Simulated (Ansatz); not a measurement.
Input for Ansatz (a first-principles code): R-wB97X-V/def2-TZVPP on H5InSi (SMILES [SiH3][InH2]), a point of a torsion scan. Elements past Kr take the def2 small-core potentials; no spin–orbit coupling.

Ansatz 0.2 input:
```yaml
crystal:
  periodic: [false, false, false]
  atoms:
    - {symbol: Si, position_ang: [-1.18651264, -0.06585450, -0.01351897]}
    - {symbol: In, position_ang: [1.40349314, -0.02176602, 0.02254920]}
    - {symbol: H, position_ang: [-1.72477740, 0.62127400, -1.20183483]}
    - {symbol: H, position_ang: [-1.69069842, -1.45127298, -0.02837386]}
    - {symbol: H, position_ang: [-1.73087041, 0.60440632, 1.18145922]}
    - {symbol: H, position_ang: [2.43737167, 1.07684020, 0.96114641]}
    - {symbol: H, position_ang: [2.50698464, -1.08114678, -0.88154013]}
basis:
  gaussian:
    orbitals: def2-TZVPP
hamiltonian:
  xc: {name: wB97X-V}
scf: {lower_state_search: off}
```

What total energy does the run end on?

-482.5375 hartree.

How many basis functions does it have, and what does it roughly cost on one machine?

162 functions; roughly 6 core-seconds.
